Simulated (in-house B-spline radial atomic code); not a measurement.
Results of a calculation; reference values are marked as such.
**Stopping and range of 20 keV In in Si**

The pair potential comes from two frozen, spherical free-atom densities (PBE, B-spline radial code, scalar-relativistic past argon): electrostatics plus the change in Thomas-Fermi kinetic and Dirac exchange energy where they overlap, the recipe behind the universal ZBL potential, which averages such potentials (from solid-state densities) over many pairs. It is written V = (Z1 Z2 e²/r) φ(r/a), with e² = 14.3996 eV·Å and a = 0.46850 Å/(Z1^0.23 + Z2^0.23); ZBL's fit is φ = 0.18175 e^(−3.1998x) + 0.50986 e^(−0.94229x) + 0.28022 e^(−0.4029x) + 0.02817 e^(−0.20162x). Where φ falls below 4e-4 it is continued as an exponential.

The target is taken as amorphous, with density 2.329 g/cm³ (NSM archive of the Ioffe Institute); channelling is ignored. Masses: In 114.82, Si 28.09 u. Nuclear stopping is S_n = 4π a Z1 Z2 e² M1/(M1 + M2) × s_n(ε), with s_n integrated over impact parameters for each pair. Electronic stopping is Lindhard and Scharff's S_e = Z1^(1/6) 8π e² a0 Z1 Z2/(Z1^(2/3) + Z2^(2/3))^(3/2) × v/v0, with a0 = 0.529177 Å and v = v0 at 24.801 keV/u; it misses the oscillations with Z1 seen in experiment, which reach tens of per cent. Compounds add by atom fraction.

```json
{"target atom": "Si", "a (Å)": "0.10940", "ε at this energy": "0.04354", "s_n, this pair": "0.2748", "s_n, ZBL potential": "0.2653"}
```

What are the atom density and the stopping powers at entry?

N = 2.329 × 0.602214/28.09 = 0.04993 atoms/Å³. For Si: S_n = 10910 × 0.2748 = 2999 eV·Å², S_e = 1.7703 × √20000 = 250.4 eV·Å². Averaged over the target's atoms and times N × 10 Å/nm, the ion loses N S_n = 1500 eV/nm to recoils and N S_e = 125 eV/nm to electrons; the nuclear share is 92 %.

Along the track:

```json
{"E (keV)": "1", "N S_n (eV/nm)": "463", "N S_e (eV/nm)": "28"}
{"E (keV)": "3", "N S_n (eV/nm)": "775", "N S_e (eV/nm)": "48.4"}
{"E (keV)": "6", "N S_n (eV/nm)": "1020", "N S_e (eV/nm)": "68.5"}
{"E (keV)": "10", "N S_n (eV/nm)": "1220", "N S_e (eV/nm)": "88.4"}
{"E (keV)": "15", "N S_n (eV/nm)": "1380", "N S_e (eV/nm)": "108"}
{"E (keV)": "20", "N S_n (eV/nm)": "1500", "N S_e (eV/nm)": "125"}
```

Estimate the path length and the projected range.

With continuous slowing down the path is the integral of dE/(N (S_n + S_e)). Trapezoids over the table give 16.6 nm, and the stretch below the first row, with stopping taken as √E, adds 2E/(N S) = 4.1 nm: 20.7 nm in all, against 20.4 nm on a fine grid from 5 eV. Deflections shorten the depth: to first order in the energy passed on, N (S_n + S_e) dR_p/dE = 1 − N S_n (M2/M1) R_p/(2E), summed over the target's atoms, and integrating this on the fine grid gives R_p = 16.8 nm, 0.83 of the path. Lindhard's rule of thumb R/(1 + M2/3M1), with mean M2/M1 = 0.24, gives 18.8 nm. On the ZBL potential the same equation gives 17.4 nm, and the full integral equation, which keeps hard collisions, 17.6 nm.
